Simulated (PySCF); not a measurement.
PBE on Re⁻ (rhenium, charge -1), [Xe] 4f14 5d6 6s2, high-spin 5D determinant. Computed with PySCF 2.14 in def2-QZVPPD with the def2 core potential (60 electrons), with a scalar-relativistic core potential.

```
cycle= 1 E= -78.202756950398  delta_E= -0.0185  |g|= 0.0367  |ddm|= 1.13
cycle= 2 E= -78.2022032063324  delta_E= 0.000554  |g|= 0.0478  |ddm|= 0.177
cycle= 3 E= -78.2033997682492  delta_E= -0.0012  |g|= 0.00939  |ddm|= 0.0933
cycle= 4 E= -78.2034493439253  delta_E= -4.96e-05  |g|= 0.000508  |ddm|= 0.02
cycle= 5 E= -78.2034498319881  delta_E= -4.88e-07  |g|= 9.65e-05  |ddm|= 0.00404
cycle= 6 E= -78.2034498398381  delta_E= -7.85e-09  |g|= 2.08e-05  |ddm|= 0.000416
cycle= 7 E= -78.2034498402919  delta_E= -4.54e-10  |g|= 5.55e-06  |ddm|= 7.26e-05
converged SCF energy = -78.2034498402919  <S^2> = 6.0270751  2S+1 = 5.0108183
```

Highest occupied orbital energy: 3.339 eV; ⟨L²⟩ = 6.03; populations by l: s 4.00, p 6.00, d 6.00, f 0.00.

Problem. Can this result be used?

Solution. With care. Self-consistency was reached. Energies and moments cover only the electrons outside the core potential. Spin-orbit coupling, absent here, splits the open shell strongly. At PBE the highest occupied level has a positive energy, so only the finite basis holds that electron; in a semilocal or global hybrid functional this comes from self-interaction and does not mean that the real anion is unbound.
